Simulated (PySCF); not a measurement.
## Potassium: a sound run and one with changed settings

Sound run: K²⁺ [Ne] 3s2 3p5, K³⁺ [Ne] 3s2 3p4. All numbers are calculated (PySCF 2.14, no relativity, point nucleus, in def2-TZVP (6s4p3d, 33 functions)). In the sound run the correlated levels freeze [Ne] 3s2. The sound run starts from symmetry-adapted Hartree-Fock orbitals and uses a fine grid where one is needed.

Changed run: all electrons correlated in a basis built for the valence shell.

```csv
species,method,sound run (hartree),changed run (hartree),converged
K²⁺,MP2,-597.96832,-598.00912,yes
K²⁺,CCSD(T),-597.97996,-598.02695,yes
K³⁺,MP2,-596.29892,-596.35129,yes
K³⁺,CCSD(T),-596.30870,-596.37132,yes
```

Ionisation energy of K²⁺:

```json
{"method": "UHF", "sound run (eV)": "44.445", "changed run (eV)": "44.445"}
{"method": "MP2", "sound run (eV)": "45.427", "changed run (eV)": "45.112"}
{"method": "SCS-MP2", "sound run (eV)": "45.473", "changed run (eV)": "45.075"}
{"method": "CCSD", "sound run (eV)": "45.472", "changed run (eV)": "45.044"}
{"method": "CCSD(T)", "sound run (eV)": "45.477", "changed run (eV)": "45.052"}
```

A valence basis has no tight correlating functions, so it recovers only part of the core correlation, and not evenly between atom and ion.

For comparison, NIST gives 45.803 eV between the lowest levels.
